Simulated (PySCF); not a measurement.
# Gas-phase XPS of bromobenzene, computed

Compound: bromobenzene, C6H5Br.
Structure used (PBE0-D3(BJ)/def2-SVP), in Å, numbered top down from 1:
```xyz
12
C6H5Br angstrom
Br     2.401   -0.819    0.061
C      0.564   -0.383    0.054
C      0.179    0.957    0.049
C     -1.178    1.273    0.043
C     -2.139    0.262    0.042
C     -1.738   -1.073    0.047
C     -0.384   -1.405    0.053
H      0.936    1.743    0.049
H     -1.484    2.322    0.039
H     -3.201    0.516    0.038
H     -2.484   -1.871    0.047
H     -0.064   -2.448    0.057
```

Method used: delta-SCF UKS SCAN, pcX-2 on the ionised atom, pcseg-1 elsewhere, spin-free X2C (PySCF). Each binding energy is the total energy of the core-ionised species, with the hole localised on one atom, minus that of the ground state; both are solved self-consistently, so orbital relaxation is included.

Problem. What binding energy does each computed site have?

Solution. 
| atom(s) | environment | level | binding energy (eV) | above the level's lowest (eV) | count |
| --- | --- | --- | --- | --- | --- |
| C5 | aromatic CH carbon | C 1s | 290.41 | 0.00 | 1 |
| C3/C7 | aromatic CH carbon | C 1s | 290.52 | +0.11 | 2 |
| C4/C6 | aromatic CH carbon | C 1s | 290.56 | +0.15 | 2 |
| C2 | aromatic C–Br carbon | C 1s | 291.50 | +1.09 | 1 |

Lowest listed C 1s: C5, bonded to 2 C (aromatic in the SMILES) and H. Highest, 1.09 eV above it: C2, bonded to Br and 2 C (aromatic in the SMILES). The widest gap between neighbouring values is 0.94 eV, between 290.56 and 291.50 eV. The values 290.52 and 290.56 eV lie too close for their order to be trusted.

Problem. Express the binding energy of C 1s of C2 in atomic units and per mole.

Solution. 291.50 eV = 10.7124 Eh = 28125 kJ/mol.

Problem. Which photon wavelength matches the C 1s of C2 threshold?

Solution. λ = hc/E = 12398.42 eV Å / 291.50 eV = 42.533 Å.

The first atom of each set that the bonding makes equivalent was ionised and stands for the set. Spin contamination (⟨S²⟩ against 0.75 for a pure doublet) is marked for C 1s of C2 (0.86), which makes this value less certain. No level of bromine is listed. Geometry: PBE0-D3(BJ)/def2-SVP; no solvent, vibrations or thermal averaging.
